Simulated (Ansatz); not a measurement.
System: sum formula SiHSCl2 (charge 0, doublet). It need not be the lowest isomer of its formula. 
Coordinates optimised at B3LYP-D3(BJ)/def2-TZVP (Ansatz, a quantum-chemistry and plane-wave program):
```
Si
Cl 1 2.0640
Cl 1 2.0731 2 109.73
S 1 2.1439 2 105.30 3 120.61
H 4 1.3458 1 93.17 2 -174.04
```
Charge 0, spin multiplicity 2.

Parts of the frozen-core correlation energy in cc-pV(D+d)Z (Ansatz, hartree). Frozen orbitals: 20; correlated occupied orbitals by spin: 13 and 12; virtual: 64 and 65. UHF or UKS for open shells. Spin-orbit coupling is left out. Non-relativistic.

```json
[
 {"term": "reference (HF)", "value": "-1606.16419"},
 {"term": "MP2 opposite-spin", "value": "[?]"},
 {"term": "MP2 same-spin", "value": "[?]"},
 {"term": "CCSD correlation", "value": "[?]"},
 {"term": "(T)", "value": "-0.01523"},
 {"term": "T1 diagnostic", "value": "0.013"},
 {"term": "largest doubles amplitude", "value": "0.026"},
 {"term": "<S^2> of the reference", "value": "0.758"}
]
```

**Question.** Fill in the missing entries.

**Answer.** 
- MP2 opposite-spin, value: -0.35210
- MP2 same-spin, value: -0.12942
- CCSD correlation, value: -0.52890
